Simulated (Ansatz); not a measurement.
Basis-set extrapolation for CH9BSi2 (`B[SiH2]C[SiH3]`) (PBE0-D4/def2-TZVP geometry, frozen core, Ansatz 0.2.0). Multiplicity 1, RHF reference.

```csv
,def2-TZVPP,def2-QZVPP
HF,-645.671829,-645.693108
MP2 correlation,-0.532623,-0.568164
CCSD(T) correlation,-0.624073,not run
```

Energies in hartree. Use E(X) = E(∞) + A·exp(−7.88·√X) for Hartree–Fock and E(X) = E(∞) + B·X^(−2.97) for correlation, with X = 3 and 4, and add CCSD(T) minus MP2 of the smaller set to the MP2 limit.

**Question.** What is the CCSD(T) energy at the basis-set limit?

**Answer.** HF limit: -645.693108 + (-0.021279) × 0.13774 = -645.69604. MP2 limit: -0.568164 + (-0.035541) × 0.74074 = -0.59449. Higher-order term: -0.624073 − (-0.532623) = -0.09145. Total: -646.38198 hartree, 2.34 eV below CCSD(T)/def2-TZVPP.
